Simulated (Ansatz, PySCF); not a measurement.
Complex: H2O (SMILES O) (first 3 atoms) with HF (SMILES F); geometry from B3LYP-D3(BJ)/def2-TZVP, rigid monomers moved along the line of their centres of mass till O1···H5 is 1.52 Å.
(charge 0, multiplicity 1):
```xyz
5

O     -0.0849    -0.2722     0.3220
H      0.7239    -0.7519     0.1114
H     -0.1109     0.4892    -0.2683
F     -0.2540     0.3422     2.7031
H     -0.2236     0.0849     1.7948
```

Counterpoise-corrected where a basis set is named; no monomer relaxation.

Correlated levels freeze the cores. Rows in 6-31G* carry no dispersion term and start afresh at each structure (6-31G* with six Cartesian d functions). MP2/6-31G* freezes PySCF's default core.

Run with Ansatz (an electronic-structure program) with Gaussian orbitals; PySCF for 6-31G* rows, the dispersion terms. Values without a source in brackets are computed.

| level | interaction energy (meV) |
|---|---|
| HF/aug-cc-pVTZ | -275.9 |
| PBE-D4/def2-TZVPPD | -381.8 |
| r2SCAN-D4/def2-TZVPPD | -396.1 |
| B3LYP/6-31G* | -336.1 |
| B3LYP-D3(BJ)/def2-TZVPPD | -373.5 |
| PBE0-D4/def2-TZVPPD | -396.5 |
| wB97X-V/def2-TZVPPD | -361.0 |
| MP2/6-31G* | -276.4 |
| SCS-MP2/aug-cc-pVTZ | ? |

Q: Some entries are withheld; supply them.

A: 
- SCS-MP2/aug-cc-pVTZ, interaction energy (meV): -288.1
